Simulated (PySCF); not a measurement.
Job file and geometry (Å, from GFN2-xTB) of an NMR shielding run on SMILES PC#CP(CC(C)=O)CP, C₆H₁₁OP₃, GIAO PBE0/pcSseg-1 NMR shielding, non-relativistic, gas phase (PySCF 2.14.0, density-fitted response routines); density fitting, a coarse starting grid and PySCF grid level 2 are the driver's defaults:

```
$ OMP_NUM_THREADS=1 python probes_run.py task.json out

{"job": {"kind": "nmr", "xc": "PBE0", "basis": "pcSseg-1"}, "charge": 0, "multiplicity": 1}
C      2.228849     0.816829    -1.206957
C      1.410883    -0.440807    -1.323287
O      0.714250    -0.685542    -2.279861
C      1.502276    -1.368040    -0.146326
P     -0.021067    -1.230561     0.963033
C     -0.279416     0.508912     0.844923
C     -0.519778     1.693829     0.941236
P     -0.630307     3.450277     0.925635
C     -1.313264    -1.791221    -0.255850
P     -3.056923    -1.529245     0.335052
H      2.054941     1.455676    -2.068615
H      1.961368     1.347843    -0.295368
H      3.284868     0.558451    -1.153006
H      2.374936    -1.157474     0.473464
H      1.527848    -2.410879    -0.473178
H     -1.740472     3.495060     0.075001
H     -1.426397     3.530389     2.074131
H     -1.179604    -2.869392    -0.404070
H     -1.184110    -1.302357    -1.227508
H     -2.907592    -0.172758     0.629136
H     -2.810211    -1.882047     1.665228
```

Question: What does the program print?

Answer: 
```
coarse grid: 19296 points
cycle   1  E = -1333.4041670983  dE =  1.245e+00  |g| = 8.500e-01  |ddm| = 4.515e+00
cycle   2  E = -1333.0211242650  dE =  3.830e-01  |g| = 1.624e+00  |ddm| = 2.861e+00
cycle   3  E = -1333.5454602884  dE = -5.243e-01  |g| = 2.162e-01  |ddm| = 2.189e+00
cycle   4  E = -1333.5549998302  dE = -9.540e-03  |g| = 7.709e-02  |ddm| = 3.452e-01
cycle   5  E = -1333.5561320136  dE = -1.132e-03  |g| = 3.944e-02  |ddm| = 1.324e-01
cycle   6  E = -1333.5564886680  dE = -3.567e-04  |g| = 1.160e-02  |ddm| = 4.087e-02
cycle   7  E = -1333.5565225603  dE = -3.389e-05  |g| = 2.961e-03  |ddm| = 1.721e-02
cycle   8  E = -1333.5565245601  dE = -2.000e-06  |g| = 7.343e-04  |ddm| = 4.092e-03
final grid: 173328 points
cycle   9  E = -1333.6309582705  dE = -4.016e-05  |g| = 1.202e-02  |ddm| = 4.891e-02
cycle  10  E = -1333.6308938568  dE =  6.441e-05  |g| = 2.176e-02  |ddm| = 2.906e-02
cycle  11  E = -1333.6309876591  dE = -9.380e-05  |g| = 2.825e-03  |ddm| = 2.010e-02
cycle  12  E = -1333.6309892794  dE = -1.620e-06  |g| = 4.502e-04  |ddm| = 3.014e-03
cycle  13  E = -1333.6309893048  dE = -2.543e-08  |g| = 3.373e-04  |ddm| = 7.319e-04
cycle  14  E = -1333.6309893319  dE = -2.713e-08  |g| = 8.744e-05  |ddm| = 3.434e-04
cycle  15  E = -1333.6309893339  dE = -1.972e-09  |g| = 1.964e-05  |ddm| = 1.335e-04
cycle  16  E = -1333.6309893340  dE = -9.095e-11  |g| = 5.664e-06  |ddm| = 3.012e-05
converged SCF energy = -1333.6309893340

GIAO shielding tensors (ppm)
atom      isotropic    diamagn.    paramagn.     s11        s22        s33       span
  0 C      150.127     253.642    -103.515    128.191    132.839    189.351     61.161
  1 C      -21.153     249.904    -271.056   -104.531    -61.861    102.934    207.465
  2 O     -319.206     402.771    -721.978   -888.654   -391.071    322.105   1210.759
  3 C      144.475     258.613    -114.138    131.927    140.792    160.705     28.778
  4 P      381.718     967.422    -585.704    340.731    381.879    422.544     81.813
  5 C       74.356     274.014    -199.658    -31.189     -5.143    259.401    290.590
  6 C       76.118     284.461    -208.343    -23.997     15.265    237.086    261.083
  7 P      539.525     967.410    -427.885    502.827    506.426    609.322    106.496
  8 C      173.176     256.997     -83.821    160.724    175.211    183.592     22.868
  9 P      506.251     965.592    -459.342    440.197    488.787    589.769    149.572
 10 H       29.717      30.703      -0.986     27.035     27.317     34.799      7.764
 11 H       28.717      33.636      -4.919     25.148     29.001     32.003      6.855
 12 H       29.506      28.779       0.727     26.156     28.179     34.182      8.027
 13 H       28.821      32.828      -4.007     25.320     28.042     33.102      7.781
 14 H       29.824      32.271      -2.447     26.012     27.821     35.638      9.627
 15 H       27.761      29.459      -1.699     22.045     26.929     34.308     12.263
 16 H       27.780      28.306      -0.527     22.134     26.326     34.879     12.746
 17 H       30.830      31.614      -0.784     24.550     29.287     38.655     14.105
 18 H       29.016      33.549      -4.534     22.293     28.747     36.008     13.715
 19 H       28.728      31.266      -2.538     22.606     29.220     34.357     11.751
 20 H       29.197      30.164      -0.967     24.738     27.585     35.268     10.530
```

Size and cost of the density-fitted run: 246 basis functions, 92 s wall time on 1 thread of an Arm Neoverse V1, shared host; peak memory 1.1 GiB.
